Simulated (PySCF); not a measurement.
CH₃Si, SMILES C=[SiH], multiplicity 2.

Coordinates come from a PBE0-D3(BJ)/def2-TZVP optimisation. The isomer is the one that the SMILES or the coordinates give; other isomers of the formula were not compared.

Two levels are set side by side: PBE/def2-TZVPD (PySCF) and M06-2X/def2-TZVPD (PySCF). Same geometry, gas phase. Differences are taken from unrounded values.

```json
[
 {"quantity": "α-spin orbital gap (eV)", "PBE": "3.47"},
 {"quantity": "β-spin orbital gap (eV)", "PBE": "1.57"},
 {"quantity": "dipole moment (D)", "PBE": "0.53"},
 {"quantity": "mean polarisability (bohr³)", "PBE": "49.4"}
]
```

**Question.** These are the PBE values. What does M06-2X give? (Estimate from the structure and the level; the computed values follow.)

**Answer.** 
```json
[
 {"quantity": "α-spin orbital gap (eV)", "M06-2X": "7.05", "PBE minus M06-2X": "-3.58"},
 {"quantity": "β-spin orbital gap (eV)", "M06-2X": "4.52", "PBE minus M06-2X": "-2.95"},
 {"quantity": "dipole moment (D)", "M06-2X": "0.90", "PBE minus M06-2X": "-0.37"},
 {"quantity": "mean polarisability (bohr³)", "M06-2X": "48.0", "PBE minus M06-2X": "1.4"}
]
```

Rough cost on one machine, each run with all the roots and properties that it gave: M06-2X against PBE within a factor of 2.
